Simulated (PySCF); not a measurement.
In(OH)2(SMe) (CH5InO2S), SMILES [S](C)[In]([OH])[OH].

Geometry: PBE0-D3(BJ)/def2-SVP. The structure was generated by enumeration; whether it is a known compound was not checked. The def2 effective core potentials stand for the cores of In; spin–orbit coupling is left out. One conformer was computed; it need not be the lowest.

Two levels are set side by side: PBE/def2-TZVP (PySCF) and ωB97X/def2-TZVP (PySCF). Same geometry, gas phase. Differences are taken from unrounded values.

```tsv
quantity	ωB97X
orbital gap (eV)	9.53
highest occupied level (eV)	-9.44
lowest empty level (eV)	0.09
dipole moment (D)	2.19
mean polarisability (bohr³)	72.2
```

What does PBE give, and how far is it from ωB97X? (An estimate is asked for; the answer gives what the named calculation found.)


```tsv
quantity	PBE	PBE minus ωB97X
orbital gap (eV)	3.17	-6.35
highest occupied level (eV)	-5.87	3.56
lowest empty level (eV)	-2.70	-2.79
dipole moment (D)	2.00	-0.19
mean polarisability (bohr³)	77.9	5.7
```

Without exact exchange PBE keeps part of each electron's self-repulsion, which lifts occupied levels and narrows the gap. PBE's more diffuse valence density responds more strongly to a field. Differences between two approximate levels are no errors against the true value.

Rough cost on one machine, each run with all the roots and properties that it gave: ωB97X against PBE within a factor of 2.
